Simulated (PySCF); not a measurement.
Species: BGeH₆OP.
Structure used (PBE0-D3(BJ)/def2-SVP), in Å, numbered top down from 1:
```
atom  x, y, z in Å
P1     1.8765   -0.2717    0.6164
B2     0.8259    0.9479   -0.4609
O3    -0.5157    0.9358   -0.5433
Ge4   -1.7037   -0.1902    0.2183
H5     2.9432   -0.4234   -0.3139
H6     1.2176   -1.4958    0.2894
H7     1.4160    1.8467   -1.0271
H8    -1.7952   -1.4341   -0.6769
H9    -1.1947   -0.5330    1.6277
H10   -3.0155    0.5992    0.2484
```

Method: PBE0-D3(BJ)/def2-SVP geometry optimisation, gas phase (PySCF).

Masses are those of the commonest isotopes; rigid-rotor values at the optimised geometry. The values belong to one conformer with, in the numbering `[PH2:1][BH:2][O:3][GeH3:4]`, H–P1–B2–O3 142° and 45°, P1–B2–O3–Ge4 -3°.

(1) Give the principal moments of inertia and the rotational constants in GHz.

(2) What kind of rotor is it?

(3) Is it planar, by Δ = Ic − Ia − Ib?

(4) Give the other two planar moments, Paa and Pbb, and the rms extents of the mass along the axes.

(5) Which lines would a microwave search look for?

Answers

(1) Ia = 59.73, Ib = 334.56, Ic = 384.50 u·Å²; 505379 MHz·u·Å²/I gives 8461, 1511 and 1314 MHz, that is A = 8.4614, B = 1.5106, C = 1.3144 GHz.

(2) A near-prolate asymmetric top; Ray's κ = -0.945.

(3) Not planar: Δ = Ic − Ia − Ib = -9.78 u·Å². For a rigid frame Δ = −2 Σ m c², so Σ m c² = 4.89 u·Å² lies off the ab plane: 4.77 from hydrogen and 0.12 from heavier atoms. The atom farthest from that plane is 1.45 Å away.

(4) Paa = Σ m a² = (Ib + Ic − Ia)/2 = 329.67 and Pbb = Σ m b² = (Ia + Ic − Ib)/2 = 54.84 u·Å². With the mass M = 137.95 u, the rms extents √(P/M) along a, b and c are 1.55, 0.63, 0.19 Å.

(5) The dipole components are |μa| = 1.78 D, |μb| = 1.11 D, |μc| = 0.72 D. The squared components, which scale the intensities, stand as 1.00 : 0.39 : 0.16 (a : b : c). Some of the stronger lines:

```json
{"type": "a", "branch": "Q", "J(Ka,Kc)": "2(1,1) ← 2(1,2)", "MHz": "589", "lower level (cm⁻¹)": "0.508"}
{"type": "a", "branch": "R", "J(Ka,Kc)": "2(1,2) ← 1(1,1)", "MHz": "5454", "lower level (cm⁻¹)": "0.326"}
{"type": "a", "branch": "R", "J(Ka,Kc)": "2(1,1) ← 1(1,0)", "MHz": "5846", "lower level (cm⁻¹)": "0.333"}
{"type": "c", "branch": "Q", "J(Ka,Kc)": "1(1,1) ← 1(0,1)", "MHz": "6951", "lower level (cm⁻¹)": "0.094"}
{"type": "b", "branch": "Q", "J(Ka,Kc)": "2(1,1) ← 2(0,2)", "MHz": "7347", "lower level (cm⁻¹)": "0.283"}
{"type": "b", "branch": "R", "J(Ka,Kc)": "1(1,1) ← 0(0,0)", "MHz": "9776", "lower level (cm⁻¹)": "0.000"}
{"type": "c", "branch": "Q", "J(Ka,Kc)": "2(2,1) ← 2(1,1)", "MHz": "20852", "lower level (cm⁻¹)": "0.528"}
{"type": "b", "branch": "Q", "J(Ka,Kc)": "2(2,0) ← 2(1,1)", "MHz": "20857", "lower level (cm⁻¹)": "0.528"}
{"type": "b", "branch": "Q", "J(Ka,Kc)": "2(2,1) ← 2(1,2)", "MHz": "21441", "lower level (cm⁻¹)": "0.508"}
{"type": "b", "branch": "R", "J(Ka,Kc)": "2(2,1) ← 1(1,0)", "MHz": "26699", "lower level (cm⁻¹)": "0.333"}
{"type": "c", "branch": "R", "J(Ka,Kc)": "2(2,1) ← 1(1,1)", "MHz": "26895", "lower level (cm⁻¹)": "0.326"}
{"type": "b", "branch": "R", "J(Ka,Kc)": "2(2,0) ← 1(1,1)", "MHz": "26899", "lower level (cm⁻¹)": "0.326"}
```

Whether it is a minimum is left open (no frequencies). These are rigid-rotor constants of the computed structure; measured ground-state constants (B0) also hold zero-point vibration. A rigid rotor knows nothing of internal rotation, which can split or shift real lines. Quadrupole hyperfine structure (11B) is left out.

The run took 37 s of wall time on one thread of an Intel Xeon Platinum 8375C at 2.90 GHz, shared host, and the process peaked at 0.45 GiB of memory. These figures are those of the optimisation.
